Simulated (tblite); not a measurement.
Compound: C7H9O2 (doublet state).
Geometry (GFN2-xTB, Å), atoms numbered from 1 in this order:
```xyz
18
C7H9O2 angstrom
C      4.114    0.038    0.102
O      2.871   -0.333   -0.142
C      1.829    0.522    0.169
O      2.032    1.612    0.662
C      0.564   -0.085   -0.179
C     -0.599    0.558    0.044
C     -1.920    0.059   -0.259
C     -2.994    0.799    0.033
C     -2.045   -1.292   -0.898
H      4.874   -0.671   -0.155
H      4.310    1.003    0.538
H      0.617   -1.069   -0.618
H     -0.544    1.541    0.494
H     -3.994    0.460   -0.176
H     -2.903    1.769    0.493
H     -3.088   -1.529   -1.090
H     -1.502   -1.317   -1.841
H     -1.628   -2.059   -0.247
```

Method: GFN2-xTB as coded in tblite; computed harmonic values from a numerical Hessian at the method's own geometry, unscaled. Errors from tens to a few hundred cm⁻¹ against measured bands are possible. One conformer, not necessarily the lowest. Open shells enter through the occupations alone, without spin polarisation, and single modes of such species can be off by tens of per cent.

Harmonic wavenumbers (cm⁻¹): 50.7, 94.0, 99.0, 162.7, 179.0, 228.7, 240.3, 281.8, 358.5, 368.4, 465.9, 472.3, 507.6, 527.5, 620.2, 679.2, 688.3, 796.0, 864.8, 886.7, 908.8, 962.8, 980.7, 1035.5, 1038.5, 1062.0, 1107.7, 1196.8, 1238.5, 1282.6, 1318.8, 1334.3, 1393.5, 1413.5, 1479.7, 1487.5, 1588.0, 1647.1, 1704.6, 3014.7, 3024.7, 3054.0, 3064.9, 3103.0, 3104.8, 3107.4, 3135.5, 3183.2.

A = 4759, B = 709.4, C = 619.8 MHz; mass 125.060 u (most abundant isotopes); point group Cs, symmetry number 1; spin multiplicity 2.

Problem. Zero-point energy?

Solution. ½Σν̃ = 30272 cm⁻¹ = 362.14 kJ/mol.

Problem. Entropy at 350 K, 1 bar (ideal gas, RRHO, classical rotation)?

Solution. Translation 172.41, rotation 125.09, vibration 145.26, spin (R ln 2) 5.76: S = 448.5 J/(mol K).

Problem. And Cp and H(350 K) − H(0)?

Solution. Cp = 185.20 J/(mol K), of which vibrations give 151.95 (their classical limit is 48 R = 399.1); H(350 K) − H(0) = 38.79 kJ/mol without the zero-point energy, 27.15 from vibrations.

Problem. What must be added to the electronic energy to get the Gibbs energy at 350 K and 1 bar?

Solution. ZPE + [H(350 K) − H(0)] − T·S = 362.14 + 38.79 − 156.99 = 243.94 kJ/mol.

Problem. Blend soft modes into free rotors: weight 1/[1 + (100 cm⁻¹/ν̃)⁴] for the oscillator and the rest for a rotor with moment μB/(μ + B), μ = h/(8π²ν), B = 10⁻⁴⁴ kg m². What vibrational entropy results?

Solution. 135.99 J/(mol K) in place of 145.26, which changes −T·S at 350 K by +3.25 kJ/mol.

Problem. How do the functions run with temperature in this model?

Solution. 
| T (K) | S (J/(mol K)) | Cp (J/(mol K)) | H − H(0) (kJ/mol) | G − H(0) (kJ/mol) | ln q(vib) |
| --- | --- | --- | --- | --- | --- |
| 150 | 331.1 | 102.0 | 9.91 | -39.76 | 2.80 |
| 250 | 393.3 | 144.7 | 22.26 | -76.07 | 5.47 |
| 298.15 | 420.5 | 164.6 | 29.71 | -95.67 | 6.76 |
| 400 | 474.5 | 203.7 | 48.51 | -141.28 | 9.47 |
| 600 | 568.9 | 262.3 | 95.50 | -245.86 | 14.65 |
| 900 | 686.7 | 317.4 | 183.16 | -434.84 | 21.86 |

q(vib) and H(0) count from the zero-point level.

Hindered rotation and anharmonicity are outside this model. Other conformers, if any are populated, would add a mixing term that is left out.

Time: 0.67 s of wall time. Hardware: one thread of an AMD EPYC 7B13, on a shared host. This covers the Hessian and the dipole derivatives.
